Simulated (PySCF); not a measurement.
CH5GaN (SMILES [CH3][Ga+][NH2]), charge +1, singlet, at a GFN2-xTB geometry (such geometries of metal compounds can be far from the true shape), with bond 5-2 at 3.0 times its length; PySCF with PBE0/STO-3G.

Input for PySCF:
```python
from pyscf import gto, scf, dft

mol = gto.M(
    atom='''
Ga   -0.02078167   -0.04139309    0.01871991
C    -0.32965711    1.59034736   -1.18372534
H    -1.18371196    2.14260301   -0.78054048
H    -0.53325475    1.22375778   -2.19427313
H     2.41529609    3.39055328   -1.09135786
N     0.45638313   -1.42157676    1.12474740
H     0.54897475   -2.36245116    0.73536416
H     0.01015732   -1.50218645    2.04118885
''',
    basis='sto-3g',
    charge=1,
    verbose=4,
)

mf = dft.RKS(mol)
mf.xc = 'pbe0'
mf.kernel()
mo_i, mo_e, stable_i, stable_e = mf.stability(internal=True, external=True, return_status=True, nroots=6, tol=1e-6)
print('internally stable:', stable_i, ' externally stable:', stable_e)
if not stable_e:
    umf = mf.to_uhf() if not hasattr(mf, 'xc') else mf.to_uks()
    umf.scf_summary = {}
    umf.kernel(umf.make_rdm1(mo_e, umf.mo_occ))
mf.analyze()
```

The log (banner, timings and long lists left out):

```
PySCF version 2.14.0

[INPUT] verbose = 4
[INPUT] num. atoms = 8
[INPUT] num. electrons = 48
[INPUT] charge = 1
[INPUT] spin (= nelec alpha-beta = 2S) = 0
[INPUT] symmetry False subgroup None
[INPUT] Mole.unit = angstrom
[INPUT] Symbol           X                Y                Z      unit          X                Y                Z       unit  Magmom
[...]
nuclear repulsion = 165.238810162332
number of shells = 19
number of NR pGTOs = 99
number of NR cGTOs = 33
basis = sto-3g
ecp = {}

******** <class 'pyscf.dft.rks.RKS'> ********
method = RKS
initial guess = minao
damping factor = 0
level_shift factor = 0
DIIS = <class 'pyscf.scf.diis.CDIIS'>
diis_start_cycle = 1
diis_space = 8
diis_damp = 0
SCF conv_tol = 1e-09
SCF conv_tol_grad = None
SCF max_cycles = 50
direct_scf = True
direct_scf_tol = 1e-13
XC library pyscf.dft.libxc version 7.1.2
    S. Lehtola, C. Steigemann, M. J. T. Oliveira, and M. A. L. Marques,  SoftwareX 7, 1–5 (2018)
XC functionals = pbe0
    C. Adamo and V. Barone,  J. Chem. Phys. 110, 6158 (1999)
    M. Ernzerhof and G. E. Scuseria,  J. Chem. Phys. 110, 5029 (1999)
radial grids:
    Treutler-Ahlrichs [JCP 102, 346 (1995); DOI:10.1063/1.469408] (M4) radial grids

becke partition: Becke, JCP 88, 2547 (1988); DOI:10.1063/1.454033
pruning grids: <function nwchem_prune>
grids dens level: 3
symmetrized grids: False
atomic radii adjust function: <function treutler_atomic_radii_adjust>
small_rho_cutoff = 0
Set gradient conv threshold to 3.16228e-05
Initial guess from minao.
tot grids = 97968
init E= -1994.10160069332
cycle= 1 E= -1995.68198350374  delta_E= -1.58  |g|= 0.594  |ddm|= 3.34
cycle= 2 E= -1973.04426589932  delta_E= 22.6  |g|= 5.53  |ddm|= 6.41
cycle= 3 E= -1995.20949422147  delta_E= -22.2  |g|= 1.09  |ddm|= 6.06
cycle= 4 E= -1995.94251757807  delta_E= -0.733  |g|= 0.367  |ddm|= 2.86
cycle= 5 E= -1995.77079112712  delta_E= 0.172  |g|= 0.523  |ddm|= 2.18
cycle= 6 E= -1995.85895734863  delta_E= -0.0882  |g|= 0.388  |ddm|= 2.46
cycle= 7 E= -1996.06295141421  delta_E= -0.204  |g|= 0.176  |ddm|= 1.57
cycle= 8 E= -1995.91165277539  delta_E= 0.151  |g|= 0.481  |ddm|= 0.824
cycle= 9 E= -1996.06445184474  delta_E= -0.153  |g|= 0.158  |ddm|= 0.795
cycle= 10 E= -1995.93984569468  delta_E= 0.125  |g|= 0.317  |ddm|= 1.25
cycle= 11 E= -1995.91424195532  delta_E= 0.0256  |g|= 0.332  |ddm|= 0.225
cycle= 12 E= -1996.02374862796  delta_E= -0.11  |g|= 0.25  |ddm|= 0.628
cycle= 13 E= -1996.00949395735  delta_E= 0.0143  |g|= 0.276  |ddm|= 0.0916
cycle= 14 E= -1996.00421724179  delta_E= 0.00528  |g|= 0.281  |ddm|= 0.0383
cycle= 15 E= -1996.01046387279  delta_E= -0.00625  |g|= 0.272  |ddm|= 0.0373
cycle= 16 E= -1996.07463253105  delta_E= -0.0642  |g|= 0.0488  |ddm|= 0.607
cycle= 17 E= -1996.07592831746  delta_E= -0.0013  |g|= 0.00821  |ddm|= 0.101
cycle= 18 E= -1996.07583966475  delta_E= 8.87e-05  |g|= 0.0143  |ddm|= 0.017
cycle= 19 E= -1996.0759670589  delta_E= -0.000127  |g|= 0.000842  |ddm|= 0.0295
cycle= 20 E= -1996.07596698784  delta_E= 7.11e-08  |g|= 0.000869  |ddm|= 0.00118
cycle= 21 E= -1996.07596742136  delta_E= -4.34e-07  |g|= 0.000292  |ddm|= 0.00236
cycle= 22 E= -1996.0759674517  delta_E= -3.03e-08  |g|= 0.000204  |ddm|= 0.000361
cycle= 23 E= -1996.0759674776  delta_E= -2.59e-08  |g|= 3e-06  |ddm|= 0.000404
cycle= 24 E= -1996.07596747763  delta_E= -2.14e-11  |g|= 1.91e-06  |ddm|= 2.95e-05
Extra cycle  E= -1996.07596747743  delta_E= 2e-10  |g|= 1.84e-05  |ddm|= 3.9e-05
converged SCF energy = -1996.07596747743
rhf_internal: lowest eigs of H = [0.21774584 0.25101234 0.25215003 0.2809527  0.28261824 0.30145816]
<class 'pyscf.dft.rks.RKS'> wavefunction is stable in the internal stability analysis
rhf_real2complex: lowest eigs of H = [0.01677018 0.05321757 0.05335703 0.05363406 0.05869348 0.05874456]
<class 'pyscf.dft.rks.RKS'> wavefunction is stable in the real -> complex stability analysis
rhf_external: lowest eigs of H = [-0.19677955  0.01776219  0.04096233  0.04100988  0.0427048   0.05037681]
<class 'pyscf.dft.rks.RKS'> wavefunction has an RHF/RKS -> UHF/UKS instability
internally stable: True  externally stable: False

******** <class 'pyscf.dft.uks.UKS'> ********
method = UKS
initial guess = minao
damping factor = 0
level_shift factor = 0
DIIS = <class 'pyscf.scf.diis.CDIIS'>
diis_start_cycle = 1
diis_space = 8
diis_damp = 0
SCF conv_tol = 1e-09
SCF conv_tol_grad = None
SCF max_cycles = 50
direct_scf = True
direct_scf_tol = 1e-13
number electrons alpha = 24  beta = 24
XC library pyscf.dft.libxc version 7.1.2
    S. Lehtola, C. Steigemann, M. J. T. Oliveira, and M. A. L. Marques,  SoftwareX 7, 1–5 (2018)
XC functionals = pbe0
    C. Adamo and V. Barone,  J. Chem. Phys. 110, 6158 (1999)
    M. Ernzerhof and G. E. Scuseria,  J. Chem. Phys. 110, 5029 (1999)
radial grids:
    Treutler-Ahlrichs [JCP 102, 346 (1995); DOI:10.1063/1.469408] (M4) radial grids

becke partition: Becke, JCP 88, 2547 (1988); DOI:10.1063/1.454033
pruning grids: <function nwchem_prune>
grids dens level: 3
symmetrized grids: False
atomic radii adjust function: <function treutler_atomic_radii_adjust>
small_rho_cutoff = 0
Set gradient conv threshold to 3.16228e-05
init E= -1995.97681523462
cycle= 1 E= -1995.68642143558  delta_E= 0.29  |g|= 0.482  |ddm|= 1.75
cycle= 2 E= -1994.92764592585  delta_E= 0.759  |g|= 0.882  |ddm|= 2.42
cycle= 3 E= -1995.96747938624  delta_E= -1.04  |g|= 0.257  |ddm|= 2.15
cycle= 4 E= -1995.85157380941  delta_E= 0.116  |g|= 0.389  |ddm|= 1.47
cycle= 5 E= -1996.09800261306  delta_E= -0.246  |g|= 0.132  |ddm|= 1.16
cycle= 6 E= -1996.1449514449  delta_E= -0.0469  |g|=  0.1  |ddm|= 0.686
cycle= 7 E= -1996.16004277641  delta_E= -0.0151  |g|= 0.0773  |ddm|= 0.305
cycle= 8 E= -1996.16524231719  delta_E= -0.0052  |g|= 0.0225  |ddm|= 0.143
cycle= 9 E= -1996.16619850507  delta_E= -0.000956  |g|= 0.00612  |ddm|= 0.0772
cycle= 10 E= -1996.1663076343  delta_E= -0.000109  |g|= 0.00199  |ddm|= 0.0329
cycle= 11 E= -1996.1663185146  delta_E= -1.09e-05  |g|= 0.000751  |ddm|= 0.00884
cycle= 12 E= -1996.16632301723  delta_E= -4.5e-06  |g|= 0.000456  |ddm|= 0.00797
cycle= 13 E= -1996.16632531335  delta_E= -2.3e-06  |g|= 0.000282  |ddm|= 0.00709
cycle= 14 E= -1996.16632630284  delta_E= -9.89e-07  |g|= 0.000217  |ddm|= 0.00488
cycle= 15 E= -1996.1663269746  delta_E= -6.72e-07  |g|= 0.000143  |ddm|= 0.00453
cycle= 16 E= -1996.16632747677  delta_E= -5.02e-07  |g|= 7.12e-05  |ddm|= 0.00558
cycle= 17 E= -1996.16632757443  delta_E= -9.77e-08  |g|= 3.26e-05  |ddm|= 0.00307
cycle= 18 E= -1996.16632757882  delta_E= -4.4e-09  |g|= 1.79e-05  |ddm|= 0.000384
cycle= 19 E= -1996.16632757972  delta_E= -8.94e-10  |g|= 6.05e-06  |ddm|= 0.000195
Extra cycle  E= -1996.16632757984  delta_E= -1.2e-10  |g|= 7.87e-06  |ddm|= 3.71e-05
converged SCF energy = -1996.16632757984  <S^2> = 1.0229545  2S+1 = 2.2565057
**** SCF Summaries ****
Total Energy =                       -1996.075967477425593
Nuclear Repulsion Energy =             165.238810162331703
One-electron Energy =                -3105.435481872847049
Two-electron Energy =                  944.120704233090009
Two-electron Coulomb Energy =         1032.817147660430919
DFT Exchange-Correlation Energy =      -88.696443427340895
**** MO energy ****
[...]
 ** Mulliken pop on meta-lowdin orthogonal AOs  **
 ** Mulliken pop  **
[...]
 ** Mulliken atomic charges  **
charge of    0Ga =      0.59906
charge of    1C =     -0.09986
charge of    2H =      0.09235
charge of    3H =      0.09266
charge of    4H =      0.17344
charge of    5N =     -0.23634
charge of    6H =      0.18932
charge of    7H =      0.18937

WARN: System has nonzero charge 1; the dipole moment is origin-dependent.
Location of origin: [0. 0. 0.]

Dipole moment(X, Y, Z, Debye):  1.17734,  0.96176, -0.04931
```
